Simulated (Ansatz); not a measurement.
```yaml
crystal:
  periodic: [false, false, false]
  atoms:
    - {symbol: Si, position_ang: [-2.116528, 1.346477, -1.005655]}
    - {symbol: C, position_ang: [1.166164, 0.180283, -0.493394]}
    - {symbol: B, position_ang: [2.130729, -0.643574, 2.193175]}
    - {symbol: N, position_ang: [1.574105, -2.420143, 0.479666]}
    - {symbol: H, position_ang: [-3.354193, 0.133696, -3.230129]}
    - {symbol: H, position_ang: [-3.683596, 0.771960, 1.260589]}
    - {symbol: H, position_ang: [-2.089190, 4.125482, -1.439748]}
    - {symbol: H, position_ang: [2.567506, 0.805042, -1.875981]}
    - {symbol: H, position_ang: [2.830265, -0.249075, 4.277848]}
    - {symbol: H, position_ang: [1.131773, -4.146713, -0.160701]}
basis:
  gaussian: {orbitals: aug-cc-pVTZ, fitting: {mean_field: def2-universal-jkfit}}
hamiltonian: {xc: {name: HF}}
correlation: {method: rpa}
scf: {lower_state_search: full}
```

```sh
$ ansatz run in.yaml --threads 2 --pin off --events-out ev --progress --plain --max-ram 4352MiB
```

Shortened log:

```
Functional definition: HF
463 factors; integrals over basis functions are off by at most 1.5e0 eV
mean field evaluation 1: about -11080.7851 eV, gradient 6.6e1 eV
mean field evaluation 2: about -10938.3379 eV, gradient 1.6e2 eV
mean field evaluation 4: about -11099.4508 eV, gradient 1.0e1 eV
mean field evaluation 8: about -11102.1540 eV, gradient 2.1e0 eV
mean field evaluation 16: about -11102.2703 eV, gradient 1.2e-1 eV
mean field evaluation 128: about -11102.3198 eV, gradient 1.2e-1 eV
mean field evaluation 160: about -11102.2731 eV, gradient 1.3e0 eV
mean field -11102.34119698 eV, -408.0035135517 hartree, gradient 2.8e-6 eV, S^2 0.000000; 13 other end points of the search recorded, 0 dependent functions left out; unrestricted orbitals would lower it
mean field evaluation 192: about -11114.4539 eV, gradient 2.4e-4 eV
unrestricted determinant -11114.45394417 eV, -408.4486488009 hartree, S^2 5.9761
8 core orbitals not correlated: weight in the atoms' cores, before any rotation towards them, 1.000 or more for the frozen orbitals, at most 0.000 for the correlated occupied ones
reference -11102.34119698 eV, -408.0035135517 hartree; 11, 11 occupied and 307, 307 virtual orbitals, 463 factors
Total energy: -11123.91042623 eV, -408.7961681065 hartree
```

(1) Something in this input is off. What?

Results:

(1) The coordinates are in bohr but typed as ångström. The run converged. The result belongs to that input, not to the molecule as meant.
